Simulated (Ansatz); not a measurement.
Coupled-cluster run, C2H8NSb, SMILES `C[CH](N)[SbH2]`.

```yaml
crystal:
  periodic: [false, false, false]
  atoms:
    - {symbol: C, position_ang: [-0.969656, 0.772336, 0.212745]}
    - {symbol: C, position_ang: [0.437282, 0.379880, -0.180005]}
    - {symbol: N, position_ang: [1.301620, 0.388610, 0.979552]}
    - {symbol: Sb, position_ang: [0.504157, -1.562016, -1.255491]}
    - {symbol: H, position_ang: [-1.622974, 0.836980, -0.658301]}
    - {symbol: H, position_ang: [-0.956937, 1.743114, 0.719278]}
    - {symbol: H, position_ang: [-1.405256, 0.040112, 0.898690]}
    - {symbol: H, position_ang: [0.831901, 1.104891, -0.896698]}
    - {symbol: H, position_ang: [2.263813, 0.179778, 0.747121]}
    - {symbol: H, position_ang: [0.995763, -0.282426, 1.674015]}
    - {symbol: H, position_ang: [-0.910657, -1.325840, -2.191727]}
    - {symbol: H, position_ang: [-0.392157, -2.330621, -0.015078]}
basis:
  gaussian: {orbitals: def2-TZVPP}
correlation: {method: ccsd_t}
```

```sh
$ ansatz run in.yaml --threads 4 --pin off --events-out ev --progress --plain --max-ram 10444MiB
```

Log, shortened:

```
Functional definition: HF
1638 factors; integrals over basis functions are off by at most 9.5e-4 eV
mean field evaluation 1: about -10176.3374 eV, gradient 3.8e1 eV
mean field evaluation 2: about -10176.5590 eV, gradient 3.8e1 eV
mean field evaluation 4: about -10180.2833 eV, gradient 4.4e0 eV
mean field evaluation 8: about -10180.3555 eV, gradient 2.7e-1 eV
mean field -10180.35593607 eV, -374.1211801575 hartree, gradient 4.1e-6 eV, S^2 0.000000; 0 other end points of the search recorded, 0 dependent functions left out
7 core orbitals not correlated: weight in the atoms' cores, before any rotation towards them, 1.000 or more for the frozen orbitals, at most 0.000 for the correlated occupied ones
reference -10180.35593607 eV, -374.1211801575 hartree; 18, 18 occupied and 230, 230 virtual orbitals, 1638 factors
second order -25.41086550 eV of doubles, -0.00000000 eV of singles
cycle   1  -25.46965511 eV  change   -5.9e-2 eV  update   1.1e-1
cycle   2  -26.11550345 eV  change   -6.5e-1 eV  update   3.2e-2
cycle   3  -26.22448698 eV  change   -1.1e-1 eV  update   1.7e-2
cycle   4  -26.21327511 eV  change    1.1e-2 eV  update   4.8e-3
cycle   5  -26.21094679 eV  change    2.3e-3 eV  update   2.4e-3
cycle   6  -26.21164725 eV  change   -7.0e-4 eV  update   7.8e-4
cycle   7  -26.21122456 eV  change    4.2e-4 eV  update   3.2e-4
cycle   8  -26.21115020 eV  change    7.4e-5 eV  update   1.1e-4
cycle   9  -26.21120055 eV  change   -5.0e-5 eV  update   4.4e-5
cycle  10  -26.21120053 eV  change    2.2e-8 eV  update   1.7e-5
perturbative correction -0.95659661 eV, -0.0351542772 hartree
Total energy: -10207.52373321 eV, -375.1195782875 hartree
```

Run time 4.4 min (4 threads of an Arm Neoverse V1 on a shared host); peak host memory 6.5 GiB.

MP2 recovers 93.5 % of the CCSD(T) correlation energy and the triples give 3.5 %; T1 = 0.0123.
